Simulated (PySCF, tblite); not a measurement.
Isomers of C3H7F3SSi2. Computed values, GFN2-xTB/tblite, gas phase, harmonic and unscaled. Against measured fundamentals such values can be off by several per cent, at times by over 20. Modes of hydrogen on silicon can be 10 to 20 % off. One conformer each.

Electronic energies: PBE0/pcSseg-1 single points on the GFN2-xTB geometries (PySCF, gas phase).

| SMILES | electronic energy, lowest = 0 (kJ/mol) |
| --- | --- |
| FC(F)(F)/C=C\[SiH2]S[SiH3] | 0.0 |
| FC(F)=C(F)C[SiH2]S[SiH3] | 65.8 |
| FC(F)[C@@]1(F)[SiH2][C@@H]1S[SiH3] | 198.0 |

**Question.** How do GFN2-xTB zero-point energies change the relative energies?

**Answer.** 
```json
{"SMILES": "FC(F)(F)/C=C\\[SiH2]S[SiH3]", "ZPE (kJ/mol)": "231.8", "of it from modes above 1550 cm⁻¹": "116.2", "electronic (kJ/mol)": "0.0", "with ZPE, lowest = 0 (kJ/mol)": "0.0", "lowest mode (cm⁻¹)": "18", "rings": "0"}
{"SMILES": "FC(F)=C(F)C[SiH2]S[SiH3]", "ZPE (kJ/mol)": "232.1", "of it from modes above 1550 cm⁻¹": "116.2", "electronic (kJ/mol)": "65.8", "with ZPE, lowest = 0 (kJ/mol)": "66.2", "lowest mode (cm⁻¹)": "21", "rings": "0"}
{"SMILES": "FC(F)[C@@]1(F)[SiH2][C@@H]1S[SiH3]", "ZPE (kJ/mol)": "232.0", "of it from modes above 1550 cm⁻¹": "106.1", "electronic (kJ/mol)": "198.0", "with ZPE, lowest = 0 (kJ/mol)": "198.1", "lowest mode (cm⁻¹)": "18", "rings": "1"}
```

The zero-point energies span 0.3 kJ/mol, from `FC(F)(F)/C=C\[SiH2]S[SiH3]` to `FC(F)=C(F)C[SiH2]S[SiH3]`. The order is unchanged.

**Question.** And how do the electronic energies of GFN2-xTB itself compare?

**Answer.** `FC(F)(F)/C=C\[SiH2]S[SiH3]` 0.0; `FC(F)=C(F)C[SiH2]S[SiH3]` 19.6; `FC(F)[C@@]1(F)[SiH2][C@@H]1S[SiH3]` 155.0 kJ/mol, lowest = 0. Against the energies above, taken from the same isomer `FC(F)(F)/C=C\[SiH2]S[SiH3]`, the largest difference is 46.2 kJ/mol.
